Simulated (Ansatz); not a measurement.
`[OH][Mo]([F])(=[S])=[S]` + H₂O → `[OH][Mo]([OH])(=[S])=[S]` + H–F at 298.15 K and 1 bar (formal hydrolysis of a Mo–F bond).

Isolated molecules relaxed with PBE0-D4/def2-TZVP in Ansatz; ΔE leaves out vibrations. CCSD(T)/CBS adds triple-zeta CCSD(T) − MP2 to the extrapolated MP2 energy (def2 sets, frozen cores). This one scheme is used for every species. def2 core potentials past Kr. For Mo outer-core shells are correlated without core-valence functions, which leaves a few kJ/mol of doubt a bond. Each species was taken in one conformer, which may not be the lowest.

| species | CCSD(T)/CBS energy (Eh) | H − E (kJ/mol) | S (J/(mol·K)) |
| --- | --- | --- | --- |
| `[OH][Mo]([F])(=[S])=[S]` | -1039.41067 | 70.9 | 349.1 |
| H₂O | -76.37941 | 66.4 | 188.7 |
| `[OH][Mo]([OH])(=[S])=[S]` | -1015.38732 | 101.3 | 351.0 |
| H–F | -100.39570 | 33.5 | 173.6 |

H − E and S are ideal-gas, rigid-rotor, harmonic terms from PBE0-D4/def2-TZVP, for one conformer and one mirror image of each species. 1 Eh = 2625.50 kJ/mol, R = 8.31446 J/(mol·K).

Problem. By hand: ΔE, ΔH, ΔS and ΔG.

Solution. ΔE = (-1015.38732) + (-100.39570) − (-1039.41067) − (-76.37941) = 0.00706 Eh = 18.5 kJ/mol. Δ(H − E) = 101.3 + 33.5 − 70.9 − 66.4 = -2.5, so ΔH = 16.0 kJ/mol. ΔS = 351.0 + 173.6 − 349.1 − 188.7 = -13.2 J/(mol·K). ΔG = 16.0 − 298.15 × (-13.2)/1000 = 19.9 kJ/mol.

Problem. By hand: the equilibrium constant, and the temperature at which ΔG would vanish if ΔH and ΔS stayed fixed.

Solution. log₁₀ K = −ΔG/(RT ln 10) = -3.5. ΔH and −TΔS have one sign here, so there is no such temperature.

The number of gas molecules stays the same, so ΔS is small and ΔH decides. A doubt of 5 kJ/mol in ΔE shifts log₁₀ K by 0.9 here. Other conformers and mirror images would add mixing entropy, several J/(mol·K) or more a flexible species. These are equilibria of isolated gas molecules and say nothing of rates. Largest T1 diagnostic: 0.025 (customary marks: 0.02 for closed shells, 0.045 for open ones).
